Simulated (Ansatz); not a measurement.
System: sum formula BBrF₂, net charge 0, singlet state. 
Geometry from a B3LYP-D3(BJ)/def2-TZVP (Ansatz, an electronic-structure program) optimisation:
```
B
F 1 1.3132
F 1 1.3132 2 119.20
Br 1 1.9136 2 120.40 3 -180.00
```
Charge 0, spin multiplicity 1.

Property: vertical triplet-singlet gap (E(triplet) - E(singlet); each state is the SCF solution reached for its spin), in kJ/mol. Valence correlation only, unless marked. Open shells are spin-unrestricted. Spin-orbit coupling is left out. Frozen are the shells of the preceding noble gas and the d and f shells that filled before the atom's block. Non-relativistic. CBS(X,Y): correlation extrapolated as X^-3; Hartree-Fock from the larger set. [CCSD(T)-MP2]/basis is that difference in the basis named.

RI-MP2/CBS(aug-cc-pVTZ,aug-cc-pVQZ)+[CCSD(T)-MP2]/aug-cc-pVTZ (Ansatz) gives 709.1 kJ/mol.

Problem. Another calculation gave 688.8 kJ/mol. Which level was it?
(A) SVWN5/def2-TZVPD (Ansatz)
(B) wB97M-V/def2-TZVPD (Ansatz)
(C) PBE/def2-TZVPD (Ansatz)
(D) BHLYP/def2-TZVPD (Ansatz)

Solution. D, BHLYP/def2-TZVPD (Ansatz). The others give 651.3 (PBE), 664.0 (SVWN5), 699.6 (wB97M-V) kJ/mol.
